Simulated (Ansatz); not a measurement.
Mulliken charges of `C1NC[Se]1` from ωB97M-V/def2-TZVPP in Ansatz (PBE0-D4/def2-TZVP geometry).

| atom | x (Å) | y (Å) | z (Å) | charge (e) |
| --- | --- | --- | --- | --- |
| C1 | -0.873 | 0.715 | 0.093 | -0.222 |
| N2 | 0.466 | 0.357 | 0.542 | -0.193 |
| C3 | 0.825 | -0.712 | -0.380 | -0.222 |
| Se4 | -0.598 | -0.186 | -1.639 | -0.013 |
| H5 | -1.039 | 1.789 | 0.003 | 0.138 |
| H6 | -1.694 | 0.251 | 0.649 | 0.140 |
| H7 | 0.512 | 0.089 | 1.517 | 0.093 |
| H8 | 0.661 | -1.728 | -0.007 | 0.140 |
| H9 | 1.829 | -0.621 | -0.796 | 0.138 |

Question: By hand: the dipole of these point charges (1 e Å = 4.8032 D).

Answer: Σ q r = (-0.059, -0.104, 0.102) e Å, of length 0.157 e Å = 0.75 D.

Question: How does the dipole of the full density compare? (Best estimate.)

Answer: Ansatz gave: (-0.017, -0.143, 0.373) e Å, 1.92 D; the point charges give 0.39 times that, at 31° from its direction.

Point charges leave out the atoms' own dipoles, such as those of lone pairs, and Mulliken's split depends on the basis, so the two needn't agree.
